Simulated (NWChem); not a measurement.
C$_{3}$H$_{4}$O$_{2}$Si; SMILES C([SiH]1OCO1)#C

```xyz
10

C      0.4594    -2.8680     0.0000
C      0.0418    -1.7247     0.0000
Si    -0.6171    -0.0266     0.0000
O      0.0904     1.0365     1.1024
C      0.5926     1.7817     0.0000
O      0.0904     1.0365    -1.1024
H      0.8344    -3.8770     0.0000
H     -2.0977    -0.0840     0.0000
H      0.1955     2.8132     0.0000
H      1.6978     1.8018     0.0000
```
Atoms are numbered in this order, from 1.

All runs: NWChem. Pople sets run with spherical d functions. Geometry: optimised at PBE0/def2-SVP. B3LYP is NWChem's, with the RPA form of VWN correlation.

Task: Taking B3LYP/6-311G** as the yardstick, which of these has the fewest basis functions while keeping “highest occupied level (eV)” within 0.1 eV of it: B3LYP/STO-3G; B3LYP/6-31G*; B3LYP/3-21G; B3LYP/6-31+G*?

Result: none of them.
```json
[
 {"level": "B3LYP/STO-3G", "basis functions": "38", "highest occupied level (eV)": "-4.10", "relative time (rough)": "1"},
 {"level": "B3LYP/3-21G", "basis functions": "66", "highest occupied level (eV)": "-7.36", "relative time (rough)": "1"},
 {"level": "B3LYP/6-31G*", "basis functions": "96", "highest occupied level (eV)": "-7.60", "relative time (rough)": "4"},
 {"level": "B3LYP/6-31+G*", "basis functions": "120", "highest occupied level (eV)": "-7.90", "relative time (rough)": "7"},
 {"level": "B3LYP/6-311G**", "basis functions": "140", "highest occupied level (eV)": "-7.78", "relative time (rough)": "7"}
]
```

The yardstick is one finite set, not the basis-set limit.
